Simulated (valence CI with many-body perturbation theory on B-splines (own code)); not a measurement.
**Er45+: magnetic and hyperfine properties of the levels**

Computed by configuration interaction combined with many-body perturbation theory (CI+MBPT): five valence electrons over a frozen Dirac-Fock core [Ar], radial functions for each j: 7 s, 7 p, 8 d, 6 f, 4 g, 1 h, with the one-electron correlation potential Σ1 (screened to all orders), the two-electron term Σ2, the three-electron term Σ3, Breit, model QED; selected single and double excitations, second order for the rest, scaled by the run's own slope (own B-spline code, finite nucleus).

The last digits are not significant, and no measured levels were compared; by estimate large intervals hold to a few tenths of a per cent, small ones and those within an open d or f shell to about a per cent. Among the levels kept, up to 260 cm⁻¹ of a level comes from second order outside the variational space, and about a tenth of that is noise between levels of different J, which matters for small intervals. Only levels of the ground parity were solved; by the run's estimate the other parity begins above the list, which can be wrong where configurations are misplaced.

A/g_I is the dipole constant over the nuclear g factor μ/I (μ in nuclear magnetons, uniformly magnetised nucleus), B/Q the quadrupole constant per barn. Both hold the static response of the core; the bare values leave it out. Large factors of s and p1/2 electrons are usually good to 5 to 10 %; those of open d and f shells near neutrality can be off by tens of per cent, and small factors of p3/2, d and f electrons come from cancelling terms and can be off by a factor of two or in sign, in half-filled shells by more. B is blank for J = 1/2, where it vanishes, and for nearly pure S terms. Energies count from the lowest level.

Levels are named by their leading jj configuration (3d3/2^4 stands for four electrons in 3d with j = 3/2), which in mixed levels can hold well under half, so a name can repeat and another be missing. Letters in brackets count levels of one name in rising energy.

```
                      Level  E (cm⁻¹)      g  A/g_I (MHz)  A/g_I bare  B/Q (MHz/b)  B/Q bare
      (3d3/2^4 3d5/2) J=5/2         0  1.334        24900       25700        45500     46000
(3d3/2^3 3d5/2^2) J=5/2 [a]    291520  1.333        16300       17100        20300     20500
(3d3/2^3 3d5/2^2) J=7/2 [a]    378870  1.155        32100       32600        53000     53700
   (3d3/2^3 3d5/2^2) J=11/2    389840  1.109        40700       41100         -580      -680
(3d3/2^3 3d5/2^2) J=3/2 [a]    390210  1.180        39600       40100        44100     44600
    (3d3/2^3 3d5/2^2) J=9/2    426590  1.136        36400       36900        53600     54300
(3d3/2^3 3d5/2^2) J=5/2 [b]    449970  1.138        37600       38000         -156      -135
    (3d3/2^3 3d5/2^2) J=1/2    469400  1.826       -20600      -18600                       
(3d3/2^3 3d5/2^2) J=7/2 [b]    485750  1.083        44000       44300       -55900    -56600
(3d3/2^3 3d5/2^2) J=3/2 [b]    594440  0.793        70100       69700       -53300    -54000
(3d3/2^2 3d5/2^3) J=5/2 [a]    665120  1.279        14800       15500         3360      3420
(3d3/2^2 3d5/2^3) J=7/2 [a]    724100  1.210        27300       27900        -3880     -3940
   (3d3/2^2 3d5/2^3) J=11/2    729300  1.084        40100       40400         1260      1280
(3d3/2^2 3d5/2^3) J=9/2 [a]    743970  1.141        34700       35100        -6920     -7020
   (3d3/2^2 3d5/2^3) J=13/2    766830  1.068        43000       43300        -69.1     -62.9
(3d3/2^2 3d5/2^3) J=1/2 [a]    773050  0.490       108000      107000                       
(3d3/2^2 3d5/2^3) J=3/2 [a]    782680  1.172        33800       34300         2370      2390
(3d3/2^2 3d5/2^3) J=5/2 [b]    793270  1.020        47000       47100        -7200     -7270
(3d3/2^2 3d5/2^3) J=9/2 [b]    831790  1.099        39400       39800         1830      1860
(3d3/2^2 3d5/2^3) J=7/2 [b]    849560  0.982        52500       52600        -1580     -1600
(3d3/2^2 3d5/2^3) J=5/2 [c]    863280  1.044        44600       44800         7680      7760
(3d3/2^2 3d5/2^3) J=3/2 [b]    872630  0.840        65200       64900         4920      5010
(3d3/2^2 3d5/2^3) J=7/2 [c]    910470  1.035        47500       47700         2730      2760
(3d3/2^2 3d5/2^3) J=1/2 [b]    911410  1.781       -23800      -21900                       
(3d3/2^2 3d5/2^3) J=9/2 [c]    972910  1.104        38900       39300        24300     24600
(3d3/2^2 3d5/2^3) J=3/2 [c]   1086400  1.181        32100       32600       -19300    -19600
  (3d3/2 3d5/2^4) J=5/2 [a]   1087200  1.262        25400       26100       -11600    -11800
(3d3/2^2 3d5/2^3) J=5/2 [d]   1115300  1.131        26000       26400         5930      6040
  (3d3/2 3d5/2^4) J=7/2 [a]   1162100  1.183        30600       31100       -64900    -65700
     (3d3/2 3d5/2^4) J=11/2   1175000  1.066        41800       42100         -778      -691
  (3d3/2 3d5/2^4) J=3/2 [a]   1186800  0.961        45500       45500       -48100    -48700
      (3d3/2 3d5/2^4) J=9/2   1230300  1.111        37100       37500       -72700    -73700
  (3d3/2 3d5/2^4) J=5/2 [b]   1263300  1.109        37400       37800         9420      9540
  (3d3/2 3d5/2^4) J=7/2 [b]   1287000  1.001        47200       47300        70500     71400
      (3d3/2 3d5/2^4) J=1/2   1350100  1.203        -6920       -6340                       
  (3d3/2 3d5/2^4) J=3/2 [b]   1460200  0.871        68200       68000        69400     70300
            (3d5/2^5) J=5/2   1599000  1.146        30000       30500       -73200    -74100
```

Problem. Take the isotope of mass number 167, with I = 7/2, μ = -0.5623 μN and Q = 3.57 b. What is the hyperfine structure of (3d3/2^3 3d5/2^2) J=7/2 [a]?

Solution. From the table A = -5160 MHz, B = 189000 MHz. Shifts from the centre of gravity in MHz: F = 0: 183000, F = 1: 158000, F = 2: 113000, F = 3: 55100, F = 4: -4080, F = 5: -49200, F = 6: -60800, F = 7: -16000.
